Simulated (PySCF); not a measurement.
formaldehyde (CH₂O), SMILES C=O.

Geometry optimised at PBE0-D3(BJ)/def2-TZVPD.

Method: CAM-B3LYP/def2-TZVPD run with PySCF.

Symmetry labels are those of the subgroup C2v that the program uses (full group C2v).

Computed valence orbital energies around the gap with their symmetry:
```json
[
 {"orbital": "HOMO−7", "symmetry": "A1", "energy (eV)": "-523.09"},
 {"orbital": "HOMO−6", "symmetry": "A1", "energy (eV)": "-281.65"},
 {"orbital": "HOMO−5", "symmetry": "A1", "energy (eV)": "-31.41"},
 {"orbital": "HOMO−4", "symmetry": "A1", "energy (eV)": "-19.51"},
 {"orbital": "HOMO−3", "symmetry": "B2", "energy (eV)": "-15.72"},
 {"orbital": "HOMO−2", "symmetry": "A1", "energy (eV)": "-14.48"},
 {"orbital": "HOMO−1", "symmetry": "B1", "energy (eV)": "-13.05"},
 {"orbital": "HOMO", "symmetry": "B2", "energy (eV)": "-9.35"},
 {"orbital": "LUMO", "symmetry": "B1", "energy (eV)": "-0.16"},
 {"orbital": "LUMO+1", "symmetry": "A1", "energy (eV)": "0.91"},
 {"orbital": "LUMO+2", "symmetry": "B2", "energy (eV)": "2.11"},
 {"orbital": "LUMO+3", "symmetry": "A1", "energy (eV)": "2.26"}
]
```
